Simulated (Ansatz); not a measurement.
Computed with Ansatz on PBE0-D4/def2-TZVP structures; ΔE is electronic, products minus reactants. CCSD(T)/CBS adds triple-zeta CCSD(T) − MP2 to the extrapolated MP2 energy (def2 sets, frozen cores). This one scheme is used for every species. DFT in def2-TZVPP. B3LYP here is the variant with VWN-RPA as its local correlation; programs differ in this. One conformer a species, not always the lowest.

`O[SiH2]S[SiH](O)O` + `N[Si](F)(F)F` → `O[SiH](O)N[Si](F)(F)F` + `O[SiH2]S`  (ligand exchange at the Si–S bond)

| level | ΔE (kcal/mol) |
| --- | --- |
| B3LYP-D4 | -1.6 |
| ωB97X-V | -1.3 |
| B3LYP | -2.4 |
| MP2/def2-QZVPP | -0.5 |

Q: What does CCSD(T)/CBS give? (An estimate is asked.)

A: Computed: -1.2 kcal/mol. The listed levels differ from it by -0.4, -0.1, -1.2, 0.7 kcal/mol.

Largest T1 diagnostic among the species: 0.012.

The D4 term adds +0.8 kcal/mol with B3LYP and +0.4 kcal/mol with PBE0; it sums over pairs of atoms, weighted by their polarisabilities, and B3LYP, whose exchange is more repulsive, gets the larger term. In def2-TZVPP, CCSD(T) changes the Hartree–Fock value by +3.0 kcal/mol (the triples alone add +0.8 kcal/mol) and MP2 by +4.3 kcal/mol.
